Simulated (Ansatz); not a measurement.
Isolated molecules relaxed with PBE0-D4/def2-TZVP in Ansatz; ΔE leaves out vibrations. CBS: MP2 limit from def2 TZ/QZ plus the TZ coupled-cluster correction, frozen cores. DFT in def2-TZVPP. HSE06 is defined as in plane-wave codes. For Ge outer-core shells are correlated without core-valence functions, which leaves a few kJ/mol of doubt a bond. Scalar relativity is left out up to krypton.

Consider the cleavage of the Si–Ge bond: `[SiH3][GeH2][SiH3]` + `[OH][GeH3]` → `[SiH3][O][GeH3]` + `[SiH3][GeH3]`.

(1) Is it downhill or uphill in electronic energy at CCSD(T)/CBS, and by how much? (Estimate.)

(2) What do these levels give: PBE0-D4, r2SCAN0-D4, HSE06-D4, BLYP, r2SCAN0, HSE06, BHLYP, LC-ωPBE, RPA@PBE/def2-TZVPP, HF/def2-TZVPP, SCS-MP2/def2-QZVPP, MP2/CBS(def2)? (Best estimate.)

Largest T1 diagnostic among the species: 0.012.

Results:

(1) The calculation gave: Downhill: ΔE = -78.2 kJ/mol.

(2) Computed: PBE0-D4 -64.0, r2SCAN0-D4 -76.3, HSE06-D4 -63.7, BLYP -75.2, r2SCAN0 -76.7, HSE06 -64.7, BHLYP -91.5, LC-ωPBE -75.0, RPA@PBE/def2-TZVPP -81.8, HF/def2-TZVPP -106.9, SCS-MP2/def2-QZVPP -89.4, MP2/CBS(def2) -81.3 kJ/mol.

Leaving LDA and LC-ωPBE aside and taking each functional with its dispersion term where it has one, the values, not all of them listed here, spread over 32.5 kJ/mol, from BHLYP-D4 to PBE-D4. LDA lies −3.4 kJ/mol from PBE without D4. From BLYP to BHLYP (50 % exact exchange), in def2-TZVPP and without D4, ΔE moves by −16.4 kJ/mol. In def2-TZVPP, CCSD(T) changes the Hartree–Fock value by +27.1 kJ/mol (the triples alone add +3.4 kJ/mol) and MP2 by +24.0 kJ/mol.
